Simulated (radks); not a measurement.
Results of a calculation; reference values are marked as such.
Problem. Isoelectronic series with 41 electrons, each ion in its NIST ground configuration. Level of theory: scalar-relativistic Kohn-Sham, PBEsol, spin-polarised, spherical densities, finite nucleus; open shells are filled with parallel spins first (spin-orbit coupling, left out, can overturn this in heavy ions); Fermi nuclear charge, rms radius of each element as measured or else 0.836 A^(1/3) + 0.57 fm (a radial shooting solver on a logarithmic mesh with Libxc functionals). Total energies (hartree) and orbital eigenvalues (eV):

| ion | configuration | E (hartree) | 4d up | 4p down |
|---|---|---|---|---|
| Nb | [Kr] 4d4 5s1 | -3817.56441 | -3.7199 | -32.7491 |
| Mo+ | [Kr] 4d5 | -4046.27552 | -11.4225 | -43.1146 |
| Tc2+ | [Kr] 4d5 | -4282.60140 | -23.8002 | -59.2305 |
| Ru3+ | [Kr] 4d5 | -4526.48419 | -38.8666 | -78.1559 |
| Rh4+ | [Kr] 4d5 | -4777.93527 | -56.2888 | -99.4963 |
| Pd5+ | [Kr] 4d5 | -5036.97038 | -75.8845 | -123.0487 |
| Ag6+ | [Kr] 4d5 | -5303.61593 | -97.5428 | -148.6955 |
| Cd7+ | [Kr] 4d5 | -5577.89763 | -121.1904 | -176.3627 |
| In8+ | [Kr] 4d5 | -5859.85312 | -146.7758 | -206.0004 |
| Sn9+ | [Kr] 4d5 | -6149.51334 | -174.2613 | -237.5740 |
| Sb10+ | [Kr] 4d5 | -6446.91815 | -203.6186 | -271.0583 |
| Te11+ | [Kr] 4d5 | -6752.10447 | -234.8255 | -306.4351 |
| I12+ | [Kr] 4d5 | -7065.12153 | -267.8645 | -343.6908 |

Estimate the row of Xe13+ ([Kr] 4d5).

Solution. E (hartree) -7386.00686; 4d up -302.7217; 4p down -382.8153.
